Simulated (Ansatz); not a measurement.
**Abstraction of F: C3H4AlF + SnH2F → C3H4Al + SnH2F2**

Gas-phase species: C3H4AlF `C#[C][Al]([CH3])[F]`, singlet; SnH2F `[F][SnH2]`, doublet; C3H4Al `C#[C][Al][CH3]`, doublet; SnH2F2 `[F][SnH2][F]`, singlet. A radical takes F: the energy is the difference in strength between the Al–F bond broken and the Sn–F bond made.

Shapes, held fixed at every level: PBE0-D4/def2-TZVP. Programs: Ansatz 0.2.0. Electronic energies: no zero-point or thermal term.

| level | kind | ΔE (kJ/mol) | less CCSD(T)/def2-TZVPP |
| --- | --- | --- | --- |
| MP2/def2-SVP | perturbation theory | +174.1 | +1.0 |
| HF/def2-TZVPP | Hartree–Fock | +169.7 | -3.4 |
| PBE-D4/def2-TZVPP | GGA | +160.5 | -12.6 |
| r2SCAN0-D4/def2-TZVPP | global hybrid | +172.7 | -0.4 |
| CCSD(T)/def2-SVP | coupled cluster or CI | +176.0 | +2.9 |
| CCSD/def2-SVP | coupled cluster or CI | +177.5 | +4.4 |
| CCSD/def2-TZVPP | coupled cluster or CI | +176.0 | +2.9 |
| CCSD(T)/def2-TZVPP | coupled cluster or CI | +173.1 | 0.0 |

The highest level, CCSD(T)/def2-TZVPP, gives ΔE = +173.1 kJ/mol; the levels span +160.5 to +177.5. The column of differences is taken from that level and isn't an error. No measured value is set beside it here. Open shells run unrestricted. For atoms past krypton def2 sets carry core potentials with scalar relativity. Outer-core shells of Sn are correlated, in sets that cover them unevenly.
